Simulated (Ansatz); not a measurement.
One change: `N#C[SiH2][GaH2]` becomes `CO[SiH2]C#N`.

Ansatz, PBE0-D4/def2-TZVP geometries, multiplicity 1. Each molecule was computed in one conformer, which needn't be the lowest.

Scalar relativity is left out up to krypton.

| property | `N#C[SiH2][GaH2]` |
| --- | --- |
| size of the dipole moment (ωB97M-V/def2-TZVPP) / D | 3.86 |
| ideal-gas entropy at 298 K and 1 bar (rigid rotor, harmonic PBE0-D4/def2-TZVP) / J/(mol·K) | 356 |
| LUMO energy (ωB97M-V/def2-TZVPP) / eV | -0.91 |
| size of the dipole moment (B3LYP/def2-TZVPP) / D | 3.87 |
| zero-point energy (PBE0-D4/def2-TZVP) / kJ/mol | 100.9 |
| HOMO energy (PBE0/def2-TZVPP) / eV | -8.18 |

Task: Give the same properties after the change, and the shifts. (Estimate.)

Result: The calculation gave: 
| property | `CO[SiH2]C#N` | shift |
| --- | --- | --- |
| size of the dipole moment (ωB97M-V/def2-TZVPP) / D | 3.24 | -0.62 |
| ideal-gas entropy at 298 K and 1 bar (rigid rotor, harmonic PBE0-D4/def2-TZVP) / J/(mol·K) | 346 | -10 |
| LUMO energy (ωB97M-V/def2-TZVPP) / eV | 0.97 | 1.88 |
| size of the dipole moment (B3LYP/def2-TZVPP) / D | 3.25 | -0.62 |
| zero-point energy (PBE0-D4/def2-TZVP) / kJ/mol | 179.3 | 78.4 |
| HOMO energy (PBE0/def2-TZVPP) / eV | -9.00 | -0.82 |

With PBE0 the HOMO falls by 0.82 eV and the LUMO rises by 1.66 eV, so the gap widens by about 2.48 eV. PBE moves the HOMO by -0.34 eV and ωB97M-V by -1.21 eV. The zero-point energy changes by 78.4 kJ/mol with +6 modes. Dipoles are sizes alone; their direction can turn. Modes under 60 cm⁻¹, often nearly free rotors, make the harmonic entropy too high.

B3LYP here is the variant with VWN-RPA as its local correlation; programs differ in this.
